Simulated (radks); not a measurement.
Problem. Coherent X-ray form factor from a spherical all-electron density. Method: scalar-relativistic Kohn-Sham, PBE, spin-polarised, spherical densities, finite nucleus; Fermi nuclear charge, rms radius of each element as measured or else 0.836 A^(1/3) + 0.57 fm; computed with a radial shooting solver on a logarithmic mesh with Libxc functionals.

sin(theta)/lambda (1/angstrom)  f0 (electrons)
0.05                                    65.064
0.1                                     62.664
0.15                                    59.518
0.2                                     56.076
0.25                                    52.571
0.3                                     49.162
0.4                                     43.012
0.5                                     37.899
0.6                                     33.641
0.8                                     26.937
1                                       22.149
1.25                                    18.287
1.5                                     15.856
2                                       12.335

The species is in the configuration that NIST lists as its ground one. Which atom or ion scatters so?

Solution. The holmium ion Ho+, [Xe] 4f11 6s1. Extrapolating in s^2 from the first two rows gives f0(0) = 65.9, near the electron count 66; among species with that count, the fall with angle is slower the higher Z, and the table is that of Z = 67; from so few rows the species is fixed only to a neighbour or two.
